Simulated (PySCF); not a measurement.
**Name the molecule from its bond curve**

A diatomic of charge +1 contains Te. Its doublet curve at PBE0 in a double-zeta basis (scalar-relativistic core potentials, PySCF), in eV from the separated fragments:

R (Å), E (eV) and a bar:
```
    1.547     -0.617 ##########################
    1.619     -1.785 ###########
    1.691     -2.412 ###
    1.745     -2.625 #
    1.799     -2.673 
    1.853     -2.596 #
    1.925     -2.351 ####
    2.015     -1.892 ##########
    2.123     -1.217 ##################
    2.267     -0.297 ##############################
```

The fit gives ωe = 924 cm⁻¹ and the rotational constant Bₑ = 0.3693 cm⁻¹.

Task: Which atom is the partner?

Result: The minimum lies at 1.790 Å, so the reduced mass is 16.8576 u Å² cm⁻¹/(Bₑ·Re²) = 14.25 u. With Te at 129.91 u the partner weighs about 16.0 u: O. The molecule is TeO⁺.

Spin–orbit coupling is left out. The state was picked by a PBE0 search and need not be the measured ground state.
